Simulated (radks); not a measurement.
Problem. The mean radii <r> (bohr) of the occupied orbitals of an atom or ion are listed with their occupations. Calculated with a radial shooting solver on a logarithmic mesh with Libxc functionals: scalar-relativistic Kohn-Sham, PBEsol, spin-polarised, spherical densities, point nucleus.

| orbital | occ. | <r> |
|---|---|---|
| 1s up | 1 | 0.04278 |
| 1s down | 1 | 0.04277 |
| 2s up | 1 | 0.1895 |
| 2s down | 1 | 0.1891 |
| 2p up | 3 | 0.1654 |
| 2p down | 3 | 0.1650 |
| 3s up | 1 | 0.5220 |
| 3s down | 1 | 0.5250 |
| 3p up | 3 | 0.5227 |
| 3p down | 3 | 0.5267 |
| 3d up | 5 | 0.4995 |
| 4s up | 1 | 1.174 |
| 4s down | 1 | 1.187 |

Name the element and its charge. Open shells, if any, are filled with parallel spins first.

Solution. Z = 35, bromine, charge +10: Br10+ in [Ar] 3d5 4s2. The 1s radius gives Z: for a bare nucleus <r> = (2 gamma + 1)/(2Z) with gamma = sqrt(1 - (Z/c)^2), 0.04191 bohr for Z = 35, and screening makes it slightly larger (0.04278 here). The occupations add up to 25, and the charge is Z minus that.
